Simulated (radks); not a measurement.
Results of a calculation; reference values are marked as such.
Fractional charge and spin in the 4d shell of indium: the spin-up occupation runs from 4 to 5 and the spin-down occupation from 4 to 5; the fullest corner is In2+, [Kr] 5s(up 0.5, down 0.5) 4d(up 5, down 5). Code: a radial shooting solver on a logarithmic mesh with Libxc functionals. Model: scalar-relativistic Kohn-Sham, PBE, spin-polarised, spherical densities, point nucleus. Energy (eV) above the fullest corner. The planes named below are the two flat planes that join the four corners, with an edge along up + down = one added electron.

\begin{tabular}{lrrr}
down \ up & 4 & 4.5 & 5 \\ \hline
4 & 105.991 & 73.021 & 44.332 \\
4.5 & 73.021 & 44.541 & 20.187 \\
5 & 44.332 & 20.187 & 0.000 \\
\end{tabular}

Corners above the fullest one (they belong to In3+ and the next ion): (up 5, down 4) 44.332 eV, (up 4, down 5) 44.332 eV, (up 4, down 4) 105.99 eV. With half an added electron in each spin the energy lies 0.209 eV from the planes, and with half an added electron in spin up alone -2.141 eV. The planes are only a guide here: the flat-plane condition holds for ground states with one frontier orbital, while this shell lies below other occupied shells, so the corners above the fullest one are inner-hole states and not the ground states of those ions.
